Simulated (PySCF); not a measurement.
A GIAO shielding run with PySCF (density fitting, non-relativistic, gas phase) on `C#C/C=C1/[SiH2]C(=C)C[C@@H]1Cl`, C₈H₉ClSi:

```
$ OMP_NUM_THREADS=1 python probes_run.py task.json out

{"job": {"kind": "nmr", "xc": "PBE0", "basis": "pcSseg-1"}, "charge": 0, "multiplicity": 1}
C      0.643560     3.171317    -2.533993
C      1.057058     2.244215    -1.890103
C      1.528107     1.147847    -1.143423
C      0.740840     0.312539    -0.457316
Si     1.234286    -1.202766     0.550857
C     -0.502060    -1.313417     1.283309
C     -1.033254    -2.309840     1.972851
C     -1.267186    -0.067945     0.915231
C     -0.746877     0.451087    -0.418977
Cl    -1.402589    -0.601040    -1.736871
H      0.289717     3.979608    -3.101271
H      2.600363     0.999211    -1.152817
H      2.273658    -0.883387     1.534587
H      1.608942    -2.351350    -0.273240
H     -0.461836    -3.187108     2.225464
H     -2.056522    -2.294192     2.318867
H     -2.342899    -0.247635     0.878979
H     -1.077144     0.702274     1.670890
H     -1.095967     1.459833    -0.650486
```

Hardware: 1 thread of an Arm Neoverse N1, shared host. The job also computes population analyses, field gradients, ring-centre shieldings.

**Question.** How large is the calculation?

**Answer.** 88 electrons, 229 basis functions and 1228 auxiliary functions.

**Question.** How long does it take, and how much memory does it need?

**Answer.** 85 s of wall time, with 14 SCF cycles and 5 response iterations; peak memory 1.1 GiB. Times on a shared host scatter by some tens of per cent.
